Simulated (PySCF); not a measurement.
Vertical excitations of a molecule C5H7FO from PySCF with TDA-B3LYP/def2-SVPD, as energy in eV (oscillator strength): 6.41 (0.007), 7.21 (0.206), 7.28 (0.049), 7.53 (0.017), 7.70 (0.005), 7.72 (0.009). Lowest triplet (TDA): 4.39 eV. Geometry optimised at PBE0-D3(BJ)/def2-SVP. Other conformers were not sampled.

Q: Which structure fits?
(A) C/C(=C/F)CC=O
(B) C=C[C@]1(F)CCO1
(C) C=C[C@@H]1OC[C@H]1F
(D) O=C1CCC[C@@H]1F

A: B, C=C[C@]1(F)CCO1
